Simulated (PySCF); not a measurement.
AlBH3N2, AlBH3O2 (calculated)

Calculation on a computer-drawn molecule: optimised geometry and harmonic frequencies of an isolated molecule of the commonest isotopes, restricted reference for singlets and unrestricted otherwise, frozen core in MP2. Program: PySCF 2.14.0.

Common to all runs: charge 1; multiplicity 1; basis cc-pV(D+d)Z.

```json
{"entry": 1, "formula": "AlBH3N2", "start_structure": {"atoms_angstrom": [["B", -0.2968, 2.0481, -0.5033], ["N", 0.5817, 2.084, 0.4074], ["Al", 1.7493, 2.1317, 1.6171], ["N", 2.9358, 2.1798, 2.8465], ["H", -1.1084, 2.0151, -1.3445], ["H", 3.4466, 3.0007, 3.1255], ["H", 3.2278, 1.3914, 3.3996]]}, "given": {"method": "MP2", "drawn_bonds_atom": [1, 2, 3, 1, 4, 4], "drawn_bonds_other_atom": [2, 3, 4, 5, 6, 7], "drawn_bonds_order": [1, 2, 1, 1, 1, 1]}, "results": {"optimised_atom_element": ["B", "N", "Al", "N", "H", "H", "H"], "optimised_atom_x [angstrom]": [-0.3214, 0.5707, 1.757, 2.954, -1.139, 3.469, 3.246], "optimised_atom_y [angstrom]": [2.047, 2.083, 2.131, 2.18, 2.014, 3.017, 1.377], "optimised_atom_z [angstrom]": [-0.5288, 0.396, 1.625, 2.865, -1.377, 3.144, 3.423], "modes_frequency [cm^-1]": [92.32, 96.24, 180.5, 188.0, 368.4, 638.2, 677.2, 751.0, 758.1, 1016, 1517, 1792, 2923, 3575, 3671], "modes_reduced_mass [dalton]": [4.034, 3.549, 5.664, 13.0, 1.166, 6.573, 1.252, 1.325, 1.327, 9.204, 1.097, 6.024, 1.167, 1.051, 1.095], "rotational_constants [GHz]": [356.2, 2.6, 2.581], "total_energy [hartree]": -377.5392, "convergence_status_largest_gradient_component [hartree/bohr]": 8.305e-06}}
{"entry": 2, "formula": "AlBH3O2", "start_structure": {"atoms_angstrom": [["B", 0.4408, -0.7735, -1.7557], ["O", 0.0382, -1.6792, -1.1684], ["Al", -0.5774, -3.2092, -0.3641], ["O", 0.5111, -3.6902, 0.6829], ["H", 0.8579, 0.1518, -2.2798], ["H", -1.8809, -3.5091, -1.061], ["H", 1.0501, -3.9828, 1.4313]]}, "given": {"method": "HF", "drawn_bonds_atom": [1, 2, 3, 1, 3, 4], "drawn_bonds_other_atom": [2, 3, 4, 5, 6, 7], "drawn_bonds_order": [1, 1, 1, 1, 1, 1]}, "results": {"optimised_atom_element": ["B", "O", "Al", "O", "H", "H", "H"], "optimised_atom_x [angstrom]": [0.4922, -0.02138, -0.57, 0.622, 0.9794, -1.933, 0.8704], "optimised_atom_y [angstrom]": [-0.7051, -1.69, -3.199, -3.508, 0.2447, -3.728, -4.108], "optimised_atom_z [angstrom]": [-1.786, -1.297, -0.3836, 0.6992, -2.263, -0.8672, 1.383], "modes_frequency [cm^-1]": [94.08, 161.4, 277.5, 410.5, 427.5, 501.4, 504.8, 651.8, 848.7, 852.8, 989.2, 1850, 2167, 3021, 4223], "modes_reduced_mass [dalton]": [3.659, 3.321, 7.435, 1.114, 1.237, 1.321, 6.559, 1.108, 1.382, 1.389, 6.855, 5.155, 1.047, 1.188, 1.07], "rotational_constants [GHz]": [17.61, 3.618, 3.001], "total_energy [hartree]": -417.9853, "convergence_status_largest_gradient_component [hartree/bohr]": 9.011e-06}}
```
